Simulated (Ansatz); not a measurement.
Al(Br)(Me)(NH2) (CH5AlBrN), SMILES [CH3][Al]([NH2])[Br].

Geometry optimised at TPSSh-D3(BJ)/def2-SVP. The structure was generated by enumeration; whether it is a known compound was not checked. Other conformers were not sampled.

Two levels are set side by side: PBE/def2-SVPD (Ansatz, a quantum-chemistry and plane-wave program) and CAM-B3LYP/def2-SVPD (Ansatz). Energy differences of separate SCF runs at the same geometry; the states with an electron removed or added have multiplicity 2 and 2. Differences are taken from unrounded values.

```tsv
quantity	CAM-B3LYP	PBE	PBE minus CAM-B3LYP
vertical ionisation energy (eV)	10.01	9.41	-0.60
vertical singlet–triplet gap (eV)	5.87	5.31	-0.56
```
